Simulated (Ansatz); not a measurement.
Ideal-gas functions of `[SiH3]N[AsH2]` at 298.15 K and 1 bar, from an Ansatz frequency run at PBE0-D4/def2-TZVP.

Molar mass 123.06 g/mol, point group C1 (symmetry number 1), electronic degeneracy 1, moments of inertia 21.279, 242.266, 252.87 u Å². Harmonic wavenumbers (cm⁻¹, unscaled): 92, 113, 161, 236, 538, 706, 710, 818, 863, 912, 925, 954, 983, 1024, 1223, 2152, 2179, 2195, 2219, 2223, 3653.

Use S(trans) = R[1.5 ln M + 2.5 ln T − 1.1517]; rotational temperatures θ = 24.2544 K / I; S(rot) = R[ln(√π/σ · √(T³/θAθBθC)) + 1.5]; for each mode x = 1.438777 ν̃/T, S = R[x/(eˣ − 1) − ln(1 − e⁻ˣ)] and H = RT x/(eˣ − 1); 1 cm⁻¹ = 0.0119627 kJ/mol; R = 8.31446 J/(mol·K).

Problem. By hand: the entropy, in J/(mol·K).

Solution. Translation 168.9. Rotation: θ = 1.1398, 0.1001, 0.0959 K, giving 107.1. Vibration, mode by mode: 15.13, 13.46, 10.62, 7.67, 2.38, 1.25, 1.23, 0.81, 0.68, 0.56, 0.53, 0.47, 0.42, 0.36, 0.16, 0.00, 0.00, 0.00, 0.00, 0.00, 0.00, in all 55.7. Electronic 0.0. Sum 331.7 J/(mol·K).

Problem. By hand: H − E and G − E in kJ/mol, counted from the electronic energy.

Solution. Zero-point energy ½ × 24879 × 0.0119627 = 148.8; thermal vibration 8.9; translation, rotation and pV give 4 RT = 9.9. H − E = 167.6 kJ/mol, and G − E = 167.6 − 298.15 × 331.7/1000 = 68.7 kJ/mol.

Vibration gives 17 % of the entropy, 28.6 J/(mol·K) of it from the modes under 150 cm⁻¹: soft modes count most, and the harmonic formula is weakest for them. The sum counts one conformer and one mirror image; others add a mixing term.
